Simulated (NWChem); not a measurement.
# Basis-set convergence for BrClSn

```xyz
3

Sn    -0.8222     0.3606     0.0000
Cl     0.7036     2.2287     0.0000
Br     0.8328    -1.5977     0.0000
```
Charge 0, spin multiplicity 1.

Everything below was run with NWChem. Structure: optimised with PBE/def2-SVP with def2 effective core potentials on Sn, a minimum by its harmonic frequencies.

Quantity: LUMO energy at the level PBE0.

Effective core potentials replace the inner electrons of Sn; spin-orbit coupling is left out. The structure started from a generated list of species.

The cost column gives rough processor time relative to def2-SVP; each entry includes its own SCF.

```json
[
 {"basis": "def2-SVP", "functions": "76", "LUMO energy (eV)": "-3.20", "relative cost": "1"},
 {"basis": "def2-SVPD", "functions": "100", "LUMO energy (eV)": "-3.37", "relative cost": "under 3"},
 {"basis": "def2-TZVP", "functions": "135", "LUMO energy (eV)": "-3.29", "relative cost": "3"},
 {"basis": "def2-TZVPP", "functions": "140", "LUMO energy (eV)": "-3.29", "relative cost": "3"},
 {"basis": "def2-TZVPD", "functions": "159", "LUMO energy (eV)": "-3.33", "relative cost": "5"},
 {"basis": "def2-QZVP", "functions": "227", "LUMO energy (eV)": "-3.31", "relative cost": "40"}
]
```

Smallest basis within 0.2 eV of def2-QZVP, the largest set run: def2-SVP, with 76 functions against 227 and about 2 % of the time (also within reach: def2-SVPD, def2-TZVP, def2-TZVPP, def2-TZVPD). def2-QZVP isn't the basis-set limit itself, and a small set can land close by cancellation.
